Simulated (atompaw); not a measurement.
What one change does to a pseudopotential (Cr (Z = 24), PAW (atompaw))

atompaw 4.2.0.5 input, output lines left out:

```
Cr 24
GGA-PBE scalarrelativistic loggrid 1500 logderivrange -8 5 326
4 4 3 0 0 0
4 0 0.5
4 1 0
3 2 5
0 0 0
c
c
v
v
c
v
v
v
2
2.10 1.85 1.90 2.05
n
n
y
0.35
n
custom rrkj gramschmidtortho sinc
3 0.5 troulliermartins
1.60
1.55
1.15
2.10
1.15
2.10
```

Change: reference 3s2 3p6 3d5 4s0.5 4p0.5.

Cutoffs: the cutoffs (Ry, on a coarse ladder) from which the occupation-weighted sum of valence levels, in a spherical-Bessel basis at the reference potential, stays within 10 and 1 mRy of its value at 400 Ry; they do not see the model core or the augmentation charge, which bear on the density cutoff.

**Question.** What does the change do?

**Answer.** The potential gets neither clearly harder nor softer (80 Ry and 140 Ry → 80 Ry and 140 Ry); the range in which the d phases agree widens (upper end 1.0 → 2.4); neither file shows a bound ghost.

| quantity | base | changed |
| --- | --- | --- |
| cutoff, loose | 80 Ry | 80 Ry |
| cutoff, tight | 140 Ry | 140 Ry |
| bound ghosts | none | none |
| s: phases at 2.11 bohr within 0.05 rad from the reference energy up to (Ry; the scan ends near 5) | to the end of the scan | to the end of the scan |
| p: phases at 2.11 bohr within 0.05 rad from the reference energy up to (Ry; the scan ends near 5) | 0.8 | 1.0 |
| d: phases at 2.11 bohr within 0.05 rad from the reference energy up to (Ry; the scan ends near 5) | 1.0 | 2.4 |
| lowest overlap eigenvalue by channel | s 0.13, p 0.49, d 0.60 | s 0.13, p 0.49, d 0.13 |

 The cutoffs see the waves, projectors and local potential, not the compensation charge or the core.
